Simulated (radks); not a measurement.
Problem. The table gives one normalised radial function P(r) = r R(r) (large component) of Au78+ in 1s1 (r in bohr). All-electron calculation, Dirac Kohn-Sham, PBE, spin-unpolarised, spherical densities, point nucleus. Program: a radial shooting solver on a logarithmic mesh with Libxc functionals.

r	P
0.001071	2.1284
0.001151	2.2431
0.001237	2.3629
0.00134	2.5020
0.00144	2.6326
0.001547	2.7684
0.001663	2.9094
0.001802	3.0721
0.001936	3.2237
0.002081	3.3801
0.002236	3.5411
0.002422	3.7250
0.002603	3.8946
0.002797	4.0675
0.003006	4.2433
0.003256	4.4411
0.0035	4.6205
0.003761	4.8002
0.004042	4.9793
0.004378	5.1760
0.004705	5.3496
0.005056	5.5184
0.005434	5.6807
0.005886	5.8514
0.006326	5.9941
0.006798	6.1245
0.007306	6.2403
0.007914	6.3492
0.008505	6.4268
0.00914	6.4829
0.009822	6.5150
0.01064	6.5200
0.01143	6.4947
0.01229	6.4393
0.01321	6.3524
0.01431	6.2176
0.01537	6.0613
0.01652	5.8720
0.01775	5.6502
0.01923	5.3677
0.02067	5.0833
0.02221	4.7735
0.02387	4.4421
0.02586	4.0540
0.02779	3.6926
0.02986	3.3254
0.03209	2.9585
0.03477	2.5583
0.03736	2.2113
0.04015	1.8825
0.04315	1.5764
0.04674	1.2678
0.05023	1.0214
0.05398	0.8061
0.05801	0.6223
0.06284	0.4540
0.06753	0.3327

Which n and l does it have? It may be an empty orbital.

Solution. n = 1, l = 0: the number of nodes gives n - l - 1 = 0, the rise at small r points to l (this Dirac orbital starts as r^gamma with gamma = sqrt((l + 1)^2 - (Z/c)^2) = 0.82; the j = 1/2 orbital of l + 1 starts with the same power, but with a smaller coefficient, and then steepens), and the extent must fit the shell. The curve is that of 1s1/2. 1s1/2: eigenvalue -92717 eV, 0 radial nodes, <r> = 0.0167 bohr, 90 % of the charge inside 0.0305 bohr.
